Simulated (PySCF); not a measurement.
**Energy of Nb²⁺ (niobium, charge +2) between two integer charges**

The 4d alpha orbital of [Kr] 4d3 is emptied in steps (occupation f), with all orbitals relaxed, ending at [Kr] 4d2. Calculation: PySCF 2.14, in x2c-TZVPall; scalar relativity by spin-free X2C-1e. The exact energy is a straight line in f; departures are measured from the line between the end points of the same method.

Task: Among PBE0, r2SCAN, LC-wPBE, which shows the largest delocalisation error (convex curve), and which is closest to linear?

Result: Most convex: r2SCAN (-1.294 eV at f = 0.5); closest to linear: LC-wPBE (-0.271 eV).

```csv
f,PBE0 (eV),r2SCAN (eV),LC-wPBE (eV)
1,0.000,0.000,0.000
0.75,-0.744,-0.970,-0.203
0.5,-0.995,-1.294,-0.271
0.25,-0.748,-0.971,-0.203
0,0.000,0.000,0.000
```

```
 method  E(f=0) − E(f=1) (eV)  −ε at f=1 (eV)  −ε at f=0.5 (eV)
   PBE0                25.622          21.668            25.612
 r2SCAN                25.643          20.482            25.639
LC-wPBE                25.525          24.446            25.525
```

Reference removal energy between the ground levels: 25.04 eV (semi-empirical (NIST evaluation); NIST Atomic Spectra Database, ionization energies). The calculation has no spin-orbit coupling. The determinant left behind need not be the lowest term of the ion.
